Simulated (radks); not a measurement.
Cr4+, configuration [He] 2s2 2p5 3s2 3p6 3d3 (not the ground configuration).

Method: scalar-relativistic Kohn-Sham, BLYP, spin-polarised, spherical densities, finite nucleus; open shells are filled with parallel spins first; Fermi nuclear charge, rms radius 3.6452 fm; computed with a radial shooting solver on a logarithmic mesh with Libxc functionals.

Energy parts (eV):
part                      energy
total                 -27913.931
kinetic                28205.267
electron-nucleus      -65175.572
Hartree                10301.126
exchange-correlation   -1244.752

Orbitals (lengths in bohr, moments of r in powers of bohr):
orbital  occ.  eigenvalue (eV)     <r^2>      <r>
1s up       1        -6011.262  0.005426  0.06353
1s down     1        -6007.744  0.005421  0.06350
2s up       1        -767.6525   0.09860   0.2891
2s down     1        -759.8758   0.09876   0.2893
2p up       3        -666.6031   0.07961   0.2547
2p down     2        -658.2580   0.07983   0.2550
3s up       1        -139.4103    0.8329   0.8515
3s down     1        -134.9980    0.8460   0.8579
3p up       3        -110.1140    0.9095   0.8822
3p down     3        -105.7615    0.9314   0.8923
3d up       3         -63.5955     1.101   0.9475
3d down     0         -59.4280     1.178   0.9775

The highest occupied level is 3d up at -63.596 eV. Summed over all electrons, <r^2> = 11.11 bohr^2, which gives a Langevin (diamagnetic) susceptibility term of -8.8 x 10^-6 cm^3/mol. The electron density at the nucleus is 1.157e+04 e/bohr^3 (large components only).
